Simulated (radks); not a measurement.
The numbers below are computed, except where a source is named.
Q: All-electron atom: In3+ in [Kr] 4d10. Code: a radial shooting solver on a logarithmic mesh with Libxc functionals. Model: non-relativistic Kohn-Sham, LDA (Slater exchange, Perdew-Wang correlation), spin-polarised, spherical densities, point nucleus; relativity is left out, which matters for an element this heavy. Some entries of the table are withheld. Estimate them.

orbital  occ.  eigenvalue (eV)  <1/r> (bohr^-1)  r(max) (bohr)
1s          2        -26795.93            48.43        0.02058
2s          2        -3949.777            11.05         0.1141
2p          6              (1)            11.06        0.08927
3s          2        -769.9289            3.964         0.3283
3p          6        -664.4907            3.888         0.3146
3d         10        -468.3896              (2)            (3)
4s          2        -139.7215              (4)         0.7959
4p          6        -105.2285            1.455         0.8266
4d         10         -48.7098              (5)         0.9238

A: 
(1) 2p eigenvalue (eV): -3692.668
(2) 3d <1/r> (bohr^-1): 3.746
(3) 3d r(max) (bohr): 0.2584
(4) 4s <1/r> (bohr^-1): 1.566
(5) 4d <1/r> (bohr^-1): 1.166
